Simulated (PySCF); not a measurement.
Structure with atom numbers: `[NH2:1][SiH2:2][c:3]1[cH:4][cH:5][c:6]([SiH3:7])[cH:8][cH:9]1`; H(Xn) means a hydrogen on atom n.

- PBE0-D3(BJ)/def2-SVP geometry
- NMR shieldings at PBE0/pcSseg-1/GIAO
- program: PySCF 2.14.0 with density-fitted response routines
- non-relativistic Hamiltonian, one conformer, gas phase, equivalent nuclei averaged

Task: Predict the 2D correlation tables (HSQC, COSY, HMBC).

Result: 

HSQC (one-bond C–H):
```
                δH             δC
7.94 (H(C4)/H(C9))  140.1 (C4/C9)
7.73 (H(C5)/H(C8))  140.9 (C5/C8)
```

COSY cross peaks (H two or three bonds apart, from the bond graph; peaks can be absent where the dihedral angle is near 90°):
```
                δH                  δH
7.94 (H(C4)/H(C9))  7.73 (H(C5)/H(C8))
```

HMBC (two and three bonds, from the bond graph):
```
                δH                                                    δC
7.94 (H(C4)/H(C9))  141.0 (C3), 140.9 (C5/C8), 140.1 (C4/C9), 136.0 (C6)
7.73 (H(C5)/H(C8))  141.0 (C3), 140.9 (C5/C8), 140.1 (C4/C9), 136.0 (C6)
     5.24 (H(Si2))                             141.0 (C3), 140.1 (C4/C9)
     4.54 (H(Si7))                             140.9 (C5/C8), 136.0 (C6)
```

δ = σ(ref) − σ, references computed at the same level: $^{1}$H (σref 31.27) and $^{13}$C (σref 184.41) vs TMS.

Short H···H contacts in this conformer between protons four or more bonds apart (candidates for NOE cross peaks, intensity ∝ r⁻⁶): H(Si7)···H(C8) 2.71 Å, H(Si2)···H(C4) 2.74 Å.

OH/NH shifts are gas-phase values; hydrogen bonding in solution moves them, usually downfield. Shifts are as computed. Against solution values, carbons near 30 ppm lie about +2 ppm off and those near 130 ppm about +5 ppm. Of 1309 compounds with measured shifts, 239 miss one by over three times the rms of a fit or turn the order of signals round; such compounds aren't used in these exercises.
